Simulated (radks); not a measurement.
Q: The mean radii <r> (bohr) of the occupied orbitals of an atom or ion are listed with their occupations. Calculated with a radial shooting solver on a logarithmic mesh with Libxc functionals: scalar-relativistic Kohn-Sham, exchange-only LDA, spin-unpolarised, spherical densities, finite nucleus; Fermi nuclear charge, rms radius of each element as measured or else 0.836 A^(1/3) + 0.57 fm.

orbital  occ.      <r>
1s          2  0.08595
2s          2   0.4157
2p          6   0.3774
3s          2    1.373
3p          5    1.564

Name the element and its charge.

A: Z = 18, argon, charge +1: Ar+ in [Ne] 3s2 3p5. The 1s radius gives Z: for a bare nucleus <r> = (2 gamma + 1)/(2Z) with gamma = sqrt(1 - (Z/c)^2), 0.08285 bohr for Z = 18, and screening makes it slightly larger (0.08595 here). The occupations add up to 17, and the charge is Z minus that.
